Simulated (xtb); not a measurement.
HSn, doublet, from a rough starting geometry (GFN-xTB shapes and energies of metal compounds can be far from the true ones); GFN2-xTB in xtb 6.7.1.

Here is a job for xtb.
```
$ xtb mol.xyz --gfn 2 --uhf 1 --opt vtight --json

# file mol.xyz
2

Sn     0.06923639    -0.04613000    -0.89962001
H     -0.05222682     0.02740493     0.92517555
```

The log (banner, timings and long lists left out):

```
   ID    Z sym.   atoms
    1   50 Sn     1
    2    1 H      2

           -------------------------------------------------
          |                Calculation Setup                |
           -------------------------------------------------

           -------------------------------------------------
          |                 G F N 2 - x T B                 |
           -------------------------------------------------

          ...................................................
          :                      SETUP                      :
          :.................................................:
          :  # basis functions                  11          :
          :  # atomic orbitals                  10          :
          :  # shells                            4          :
          :  # electrons                         5          :
          :  max. iterations                   250          :
          :  Hamiltonian                  GFN2-xTB          :
          :  restarted?                      false          :
          :  GBSA solvation                  false          :
          :  PC potential                    false          :
          :  electronic temp.          300.0000000     K    :
          :  accuracy                    1.0000000          :
          :  -> integral cutoff          0.2500000E+02      :
          :  -> integral neglect         0.1000000E-07      :
          :  -> SCF convergence          0.1000000E-05 Eh   :
          :  -> wf. convergence          0.1000000E-03 e    :
          :  Broyden damping             0.4000000          :
          :  net charge                          0          :
          :  unpaired electrons                  1          :
          ...................................................

 iter      E             dE          RMSdq      gap      omega  full diag
   1     -2.5607252 -0.256073E+01  0.217E+01    0.00       0.0  T
   2     -2.5652200 -0.449485E-02  0.168E+01    0.00       1.0  T
   3     -2.5643687  0.851366E-03  0.739E+00    0.00       1.0  T
   4     -2.5654440 -0.107531E-02  0.171E-01    0.00       1.0  T
   5     -2.5654442 -0.229798E-06  0.463E-02    0.00       1.5  T
   6     -2.5654442 -0.122652E-07  0.154E-03    0.00      46.0  T
   7     -2.5654442 -0.102527E-10  0.371E-04    0.00     190.4  T
   8     -2.5654442 -0.190781E-11  0.121E-05    0.00    5852.1  T

   *** convergence criteria satisfied after 8 iterations ***

         :::::::::::::::::::::::::::::::::::::::::::::::::::::
         ::                     SUMMARY                     ::
         :::::::::::::::::::::::::::::::::::::::::::::::::::::
         :: total energy              -2.564510788106 Eh    ::
         :: gradient norm              0.004418276643 Eh/a0 ::
         :: HOMO-LUMO gap              0.000000000000 eV    ::
         ::.................................................::
         :: SCC energy                -2.565444233983 Eh    ::
         :: -> isotropic ES            0.001705493976 Eh    ::
         :: -> anisotropic ES          0.003400189277 Eh    ::
         :: -> anisotropic XC         -0.000350606647 Eh    ::
         :: -> dispersion             -0.000458661880 Eh    ::
         :: repulsion energy           0.000933445877 Eh    ::
         :: add. restraining           0.000000000000 Eh    ::
         :: total charge              -0.000000000000 e     ::
         :::::::::::::::::::::::::::::::::::::::::::::::::::::

      -----------------------------------------------------------
     |                   =====================                   |
     |                        A N C O P T                        |
     |                   =====================                   |
     |               Approximate Normal Coordinate               |
     |                Rational Function Optimizer                |
      -----------------------------------------------------------
      -----------------------------------------------------------
     |                   =====================                   |
     |                        A N C O P T                        |
     |                   =====================                   |
     |               Approximate Normal Coordinate               |
     |                Rational Function Optimizer                |
      -----------------------------------------------------------

          ...................................................
          :                      SETUP                      :
          :.................................................:
          :   optimization level         verytight          :
          :   max. optcycles                   200          :
          :   ANC micro-cycles                  20          :
          :   degrees of freedom                 1          :
          :.................................................:
          :   RF solver                   davidson          :
          :   write xtbopt.log                true          :
          :   linear (good luck)              true          :
          :   energy convergence         0.1000000E-06 Eh   :
          :   grad. convergence          0.2000000E-03 Eh/α :
          :   maxmium RF displ.          1.0000000          :
          :   Hlow (freq-cutoff)         0.1000000E-01      :
          :   Hmax (freq-cutoff)         5.0000000          :
          :   S6 in model hess.         20.0000000          :
          ...................................................

generating ANC from exact Hessian ...
Using Lindh-Hessian (1995)
 Shifting diagonal of input Hessian by    0.0000000000000000
 Lowest  eigenvalues of input Hessian
    0.000000    0.000000    0.000000    0.000000    0.000000    0.090138
 Highest eigenvalues
    0.000000    0.000000    0.000000    0.000000    0.000000    0.090138

........................................................................
[...]
 * total energy  :    -2.5645108 Eh     change       -0.1776357E-14 Eh
 * total energy  :    -2.5645503 Eh     change       -0.3953670E-04 Eh
 * total energy  :    -2.5645781 Eh     change       -0.2777253E-04 Eh
 * total energy  :    -2.5645781 Eh     change       -0.4303862E-07 Eh
   *** GEOMETRY OPTIMIZATION CONVERGED AFTER 4 ITERATIONS ***
[...]

 selected dihedral angles (degree)
 ---------------------------------

           -------------------------------------------------
          |                Final Singlepoint                |
           -------------------------------------------------

          ...................................................
          :                      SETUP                      :
          :.................................................:
          :  # basis functions                  11          :
          :  # atomic orbitals                  10          :
          :  # shells                            4          :
          :  # electrons                         5          :
          :  max. iterations                   250          :
          :  Hamiltonian                  GFN2-xTB          :
          :  restarted?                      false          :
          :  GBSA solvation                  false          :
          :  PC potential                    false          :
          :  electronic temp.          300.0000000     K    :
          :  accuracy                    1.0000000          :
          :  -> integral cutoff          0.2500000E+02      :
          :  -> integral neglect         0.1000000E-07      :
          :  -> SCF convergence          0.1000000E-05 Eh   :
          :  -> wf. convergence          0.1000000E-03 e    :
          :  Broyden damping             0.4000000          :
          :  net charge                          0          :
          :  unpaired electrons                  1          :
          ...................................................

 iter      E             dE          RMSdq      gap      omega  full diag
   1     -2.5657213 -0.256572E+01  0.174E-06    0.00       0.0  T
   2     -2.5657213 -0.488498E-14  0.113E-06    0.00   62302.1  T
   3     -2.5657213  0.177636E-14  0.744E-08    0.00  100000.0  T

   *** convergence criteria satisfied after 3 iterations ***

         :::::::::::::::::::::::::::::::::::::::::::::::::::::
         ::                     SUMMARY                     ::
         :::::::::::::::::::::::::::::::::::::::::::::::::::::
         :: total energy              -2.564578140381 Eh    ::
         :: gradient norm              0.000059336906 Eh/a0 ::
         :: HOMO-LUMO gap              0.000000000009 eV    ::
         ::.................................................::
         :: SCC energy                -2.565721307158 Eh    ::
         :: -> isotropic ES            0.001593823084 Eh    ::
         :: -> anisotropic ES          0.003165595877 Eh    ::
         :: -> anisotropic XC         -0.000404068503 Eh    ::
         :: -> dispersion             -0.000450923640 Eh    ::
         :: repulsion energy           0.001143166778 Eh    ::
         :: add. restraining           0.000000000000 Eh    ::
         :: total charge              -0.000000000000 e     ::
         :::::::::::::::::::::::::::::::::::::::::::::::::::::

           -------------------------------------------------
          |                Property Printout                |
           -------------------------------------------------

    * Orbital Energies and Occupations

         #    Occupation            Energy/Eh            Energy/eV
      -------------------------------------------------------------
         1        2.0000           -0.7718544             -21.0032
         2        2.0000           -0.3984130             -10.8414
         3        0.5000           -0.2830539              -7.7023 (HOMO)
         4        0.5000           -0.2830539              -7.7023 (LUMO)
         5                         -0.1846013              -5.0233
         6                         -0.1084170              -2.9502
         7                         -0.1084170              -2.9502
         8                         -0.1063207              -2.8931
         9                         -0.1063207              -2.8931
        10                          0.3029852               8.2446
      -------------------------------------------------------------
                  HL-Gap            0.0000000 Eh            0.0000 eV
             Fermi-level           -0.3118937 Eh           -8.4871 eV

     #   Z          covCN         q      C6AA      α(0)
     1  50 Sn       0.884     0.124   516.101    49.875
     2   1 H        0.884    -0.124     6.520     3.997

 Mol. C6AA /au·bohr⁶  :        634.171014
 Mol. C8AA /au·bohr⁸  :      69200.226186
 Mol. α(0) /au        :         53.871701

Wiberg/Mayer (AO) data.
largest (>0.10) Wiberg bond orders for each atom

 ---------------------------------------------------------------------------
     #   Z sym  total        # sym  WBO       # sym  WBO       # sym  WBO
 ---------------------------------------------------------------------------
     1  50 Sn   0.985 --     2 H    0.985
     2   1 H    0.985 --     1 Sn   0.985
 ---------------------------------------------------------------------------

Topologies differ in total number of bonds
Writing topology from bond orders to xtbtopo.mol

molecular dipole:
                 x           y           z       tot (Debye)
 q only:        0.028      -0.017      -0.423
   full:        0.066      -0.040      -0.985       2.510
molecular quadrupole (traceless):
                xx          xy          yy          xz          yz          zz
 q only:        0.011      -0.001       0.010      -0.009       0.011      -0.021
  q+dip:       -1.186      -0.013      -1.197      -0.265       0.172       2.384
   full:        0.216      -0.001       0.217       0.017       0.001      -0.433

optimized geometry written to: xtbopt.xyz

           -------------------------------------------------
          | TOTAL ENERGY               -2.564578140381 Eh   |
          | GRADIENT NORM               0.000059336906 Eh/α |
          | HOMO-LUMO GAP               0.000000000009 eV   |
           -------------------------------------------------

normal termination of xtb
```
